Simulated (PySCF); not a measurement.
Compound: C5H4F3OP.
Bonds: C1–C2, C2–O3 (aromatic), O3–C4 (aromatic), C4–C5 (aromatic), C5–C6, C6–F7, C6–F8, C6–F9, C5–P10 (aromatic), C2–P10 (aromatic). Hydrogens: H11, H12, H13 on C1; H14 on C4.

NICS is the negative of the GIAO shielding at a point without a nucleus: at the ring centre (0) and 1 Å above and below it (1); zz is the component along the ring normal. Level: GIAO PBE0/pcSseg-1 (PySCF, non-relativistic, gas phase) on the GFN2-xTB geometry, one conformer.

Ring bond lengths (Å), with Mayer bond orders in brackets: C2–O3 1.343 (1.05), O3–C4 1.324 (1.09), C4–C5 1.361 (1.56), C5–P10 1.776 (1.09), P10–C2 1.723 (1.51).

Q: What do the NICS probes read (ppm)?

A: 
```json
{"ring": "C2–O3–C4–C5–P10", "type": "5-membered ring with O and P; formal bonds all aromatic", "NICS(0)": "-11.2", "NICS(1), two faces": "-10.6 / -10.5", "NICS(1)zz, two faces": "-24.0 / -23.8", "rms pucker (Å)": "0.00", "centre to ring atoms, mean (Å)": "1.27"}
```

Q: What do they say, and how far can they be read as aromaticity?

A: 
- C2–O3–C4–C5–P10: mean NICS(1)zz -23.9 ppm, shielded.

Q: And the bond-length index? HOMA takes Krygowski's 1993 parameters.

A: 
- C2–O3–C4–C5–P10: HOMA 0.50; the largest term is that of C2–O3, α(R − Ropt)² = 0.96.

Q: What field does 7.05 T along the ring normal induce along that normal at the first NICS(1) probe listed for ring C2–O3–C4–C5–P10, 1 Å off the ring?

A: NICSzz × B0 = -24.0 ppm × 7.05 T = -169 μT, against the applied field.

On Arm Neoverse V2, one thread (shared host), this took 31 s and 0.85 GiB of memory at its peak. This is the whole shielding run at PBE0/pcSseg-1, SCF included.

Conformer computed: `[CH3:1][c:2]1[o:3][cH:4][c:5]([C:6]([F:7])([F:8])[F:9])[p:10]1`: C4–C5–C6–F7 147°.
